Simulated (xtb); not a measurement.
CF₂ (SMILES F[C]F), triplet, geometry from GFN2-xTB, atoms displaced at random by about 0.05 Å a coordinate. Base run: GFN1-xTB (xtb).

xtb was given this input:
```
$ xtb mol.xyz --gfn 1 --uhf 2 --opt --json

# file mol.xyz
3

F     -1.12375114    -0.30854545     0.01567485
C     -0.09342706     0.52350947     0.04371132
F      1.08090556    -0.13729394     0.04170827
```

Variants of this job, named by their change:

| change | ΔE vs base (µEh) | optimiser steps |
|---|---|---|
| base | 0.0 | 4 |
| opt level = tight | -0.1 | 5 |
| engine = inertial | 0.5 | - |
| opt level = extreme | -0.1 | 6 |
| opt level = crude | 1.6 | 3 |
| alpb = dmso | -138 | 4 |
| opt level = lax | 0.0 | 4 |
| opt level = loose | 0.0 | 4 |
| engine = lbfgs | 0.0 | - |
| opt level = vtight | -0.1 | 5 |
